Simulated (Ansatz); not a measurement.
Abridged output of a molecular run in Ansatz:

```
Functional definition: HF
1114 factors; integrals over basis functions are off by at most 9.5e-4 eV
mean field evaluation 1: about -12691.2881 eV, gradient 8.2e1 eV
mean field evaluation 2: about -12691.4859 eV, gradient 8.2e1 eV
mean field evaluation 4: about -12703.2581 eV, gradient 1.5e1 eV
mean field evaluation 8: about -12703.7053 eV, gradient 1.1e0 eV
mean field evaluation 16: about -12703.7090 eV, gradient 2.0e-6 eV
mean field -12703.70899515 eV, -466.8526946887 hartree, gradient 2.0e-6 eV, S^2 0.000000; 0 other end points of the search recorded, 0 dependent functions left out
5 core orbitals not correlated: weight in the atoms' cores, before any rotation towards them, 1.000 or more for the frozen orbitals, at most 0.000 for the correlated occupied ones
reference -12703.70899515 eV, -466.8526946887 hartree; 24, 24 occupied and 88, 88 virtual orbitals, 1114 factors
second order -36.19839405 eV of doubles, -0.00000000 eV of singles
cycle   1  -33.21787327 eV  change     3.0e0 eV  update   2.7e-1
cycle   2  -34.74307744 eV  change    -1.5e0 eV  update   1.6e-1
cycle   3  -35.05241501 eV  change   -3.1e-1 eV  update   4.0e-2
cycle   4  -35.09456756 eV  change   -4.2e-2 eV  update   1.7e-2
cycle   5  -35.06528735 eV  change    2.9e-2 eV  update   4.9e-3
cycle   6  -35.06470702 eV  change    5.8e-4 eV  update   2.5e-3
cycle   7  -35.06579518 eV  change   -1.1e-3 eV  update   8.8e-4
cycle   8  -35.06518243 eV  change    6.1e-4 eV  update   3.7e-4
cycle   9  -35.06526273 eV  change   -8.0e-5 eV  update   1.5e-4
cycle  10  -35.06549371 eV  change   -2.3e-4 eV  update   6.9e-5
cycle  11  -35.06538441 eV  change    1.1e-4 eV  update   3.9e-5
cycle  12  -35.06533485 eV  change    5.0e-5 eV  update   1.9e-5
perturbative correction -1.34427410 eV, -0.0494011620 hartree
Total energy: -12740.11860411 eV, -468.1907231383 hartree
```

Its atoms:

```xyz
9

O    -0.830   -0.177    1.686
W    -0.089   -0.012    0.180
O     1.765    0.256    0.446
O     0.214   -1.775   -0.352
O    -1.434    0.183   -1.136
F    -0.047    1.902    0.006
H     2.115    1.150    0.474
H     0.007   -2.589    0.110
H    -1.702    1.063   -1.414
```

Q: Which basis set was used?
A. def2-QZVPP
B. def2-SVP
C. cc-pV(Q+d)Z
D. def2-SVPD

A: B. It gives 117 functions.

Q: Write the keys of the input that set method, charge and spin (a neutral closed shell needs none for the last two).

A: 
```yaml
correlation: {method: ccsd_t}
```
